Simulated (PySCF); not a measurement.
Bi(Me)2 (C₂H₆Bi), SMILES [CH3][Bi][CH3], multiplicity 2.

Geometry optimised at B3LYP-D3(BJ)/def2-SVP. The multiplicity is an assumed one; other spin states were not compared. The isomer is the one that the SMILES or the coordinates give; other isomers of the formula were not compared. The def2 effective core potentials stand for the cores of Bi; spin–orbit coupling is left out.

These are PBE/def2-TZVPD in PySCF values and carry that method's errors.

Computed frontier levels, dipole moment and polarisability:
| Quantity | Value |
|---|---|
| α spin, highest occupied and lowest empty level | -4.41 and -1.06 eV |
| β spin, highest occupied and lowest empty level | -6.04 and -3.22 eV |
| dipole moment | 0.05 D |
| quadrupole, principal values (traceless, Buckingham form, about the centre of nuclear charge) | -0.50, 0.07, 0.44 D·Å |
| mean static polarisability | 83.9 bohr³ (12.43 Å³) |
| polarisability, principal values | 70.7, 87.5, 93.6 bohr³ |
| ⟨S²⟩ | 0.753 (pure state 0.75) |
